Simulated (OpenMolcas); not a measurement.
Computed levels of 4d³ in ions with 39 electrons, in cm-1 above ⁴F_3/2.

```yaml
Program: OpenMolcas 26.06
Method: CASSCF
Basis: ANO-RCC-VTZP
Scalar_Hamiltonian: DKH2, point nucleus
Spin-orbit_coupling: RASSI with atomic mean-field integrals over the reference wave functions, term energies averaged over their components
```

Active space for each ion: 3 electrons in 5 orbitals (4d).

```tsv
Level	Nb2+	Mo3+	Ru5+	Rh6+	Pd7+
⁴F_5/2	503	739	1386	1821	2401
⁴F_7/2	1164	1693	3104	4025	5224
⁴F_9/2	1946	2803	5015	6415	8187
⁴P_1/2	11237	13190	16524	18161	19896
⁴P_3/2	11341	13291	16499	17991	19484
²G_7/2	12020	14336	18372	20425	22673
⁴P_5/2	12037	14358	18682	20967	23545
²G_9/2	12568	15056	19373	21520	23823
²P_1/2	15670	18650	23896	26588	29562
```

Task: Estimate ⁴F_9/2, ⁴P_1/2, ⁴P_3/2 for Tc4+ from its neighbours Mo3+ and Ru5+.

Result: ⁴F_9/2 is fine structure, which grows about as the fourth power of a screened charge, so the fourth roots are averaged: ((2803^0.25 + 5015^0.25) / 2)^4 = 3789. The calculation gives 3835, so the estimate is off by -1.2 %.
⁴P_1/2 is another term, which grows about linearly with the charge: (13190 + 16524) / 2 = 14857. The calculation gives 14820, so the estimate is off by +0.2 %.
⁴P_3/2 is another term, which grows about linearly with the charge: (13291 + 16499) / 2 = 14895. The calculation gives 14875, so the estimate is off by +0.1 %.

Mixed levels, with the weight of the term that names them: Rh6+ ²G_9/2 (69 %), Pd7+ ²G_9/2 (61 %).

Without dynamic correlation excited terms often stand tens of per cent too high (terms of higher spin than the ground term too low), and those without a measured partner can miss by more than the paired ones. Levels of configurations with an s electron are missing; early in the row they begin among the upper levels of the d shell and mix with terms of their name (holds for Nb2+). Levels of configurations outside the active space are missing.
